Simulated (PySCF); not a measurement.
## LiBi: input and log

State: ³Σ⁻ (triplet), unpaired electrons π ↑↑.

An equivalent input (the run itself took its basis sets from the Basis Set Exchange, started from a PBE0 density and held the occupation σ 6α 6β, πx 3α 2β, πy 3α 2β, δx 1α 1β, δy 1α 1β):

```python
from pyscf import gto, scf, cc
mol = gto.M(atom='Li 0 0 0; Bi 0 0 2.688', basis={'Li': 'def2-SVPD', 'Bi': 'def2-SVPD'}, ecp={'Bi': 'def2-SVPD'},
            charge=0, spin=2, verbose=4, symmetry='C2v')
mf = scf.UHF(mol)
mf.irrep_nelec = {'A1': (7, 7), 'A2': (1, 1), 'B1': (3, 2), 'B2': (3, 2)}
mf.conv_tol = 1e-9
mf.max_cycle = 60
mf.diis_space = 10
mf.kernel()
mycc = cc.CCSD(mf, frozen=[[0, 1, 2, 3, 40, 41, 42, 43], [0, 1, 2, 3, 40, 41, 42, 43]])
mycc.run(conv_tol=1e-7, conv_tol_normt=1e-5, max_cycle=80, diis_space=8)
et = mycc.ccsd_t()
```

The SCF ended at -221.03303229 hartree. The coupled-cluster part of the log:

```
******** <class 'pyscf.cc.uccsd.UCCSD'> ********
CC2 = 0
CCSD nocc = (10, 8), nmo = (36, 36)
frozen orbitals [[0, 1, 2, 3, 40, 41, 42, 43], [0, 1, 2, 3, 40, 41, 42, 43]]
max_cycle = 80
direct = 0
conv_tol = 1e-07
conv_tol_normt = 1e-05
diis_space = 8
diis_start_cycle = 0
diis_start_energy_diff = 1e+09
Init t2, MP2 energy = -0.087687118418361
Init E_corr(UCCSD) = -0.0876871184223847
cycle = 1  E_corr(UCCSD) = -0.0961177569202268  dE = -0.0084306385  norm(t1,t2) = 0.0506978
cycle = 2  E_corr(UCCSD) = -0.0986197329409711  dE = -0.00250197602  norm(t1,t2) = 0.0190164
cycle = 3  E_corr(UCCSD) = -0.0997494767868911  dE = -0.00112974385  norm(t1,t2) = 0.0106748
cycle = 4  E_corr(UCCSD) = -0.0999103855209338  dE = -0.000160908734  norm(t1,t2) = 0.00431703
cycle = 5  E_corr(UCCSD) = -0.0998404213896351  dE = 6.99641313e-05  norm(t1,t2) = 0.00285249
cycle = 6  E_corr(UCCSD) = -0.0998541054695735  dE = -1.36840799e-05  norm(t1,t2) = 0.00139254
cycle = 7  E_corr(UCCSD) = -0.0998729069485433  dE = -1.8801479e-05  norm(t1,t2) = 0.000664692
cycle = 8  E_corr(UCCSD) = -0.0998729687924585  dE = -6.18439152e-08  norm(t1,t2) = 0.000297282
cycle = 9  E_corr(UCCSD) = -0.0998731893228635  dE = -2.20530405e-07  norm(t1,t2) = 0.000115249
cycle = 10  E_corr(UCCSD) = -0.0998737641592205  dE = -5.74836357e-07  norm(t1,t2) = 5.07868e-05
cycle = 11  E_corr(UCCSD) = -0.0998736909588191  dE = 7.32004014e-08  norm(t1,t2) = 2.37291e-05
cycle = 12  E_corr(UCCSD) = -0.0998737807600564  dE = -8.98012373e-08  norm(t1,t2) = 1.09514e-05
cycle = 13  E_corr(UCCSD) = -0.0998738697278259  dE = -8.89677694e-08  norm(t1,t2) = 4.16506e-06
UCCSD converged
E(UCCSD) = -221.1329061580318  E_corr = -0.09987386972782586
UCCSD(T) correction = -0.00272433061041258
```

T1 diagnostic 0.010, D1 0.039, 18 electrons correlated, 4 of the virtual orbitals (those above 20 hartree) left out.

Repeating this along the bond gives Re = 2.748 Å and ωe = 348 cm⁻¹.

A point of this curve took 3.8 CPU seconds beside 0.092 for the integrals (shared host).

Correlated steps freeze 4 core orbitals. Spin–orbit coupling is left out, which matters for elements this heavy, above all for dissociation energies. The state is the lowest determinant that a PBE0 search found; another state may lie lower at other levels.
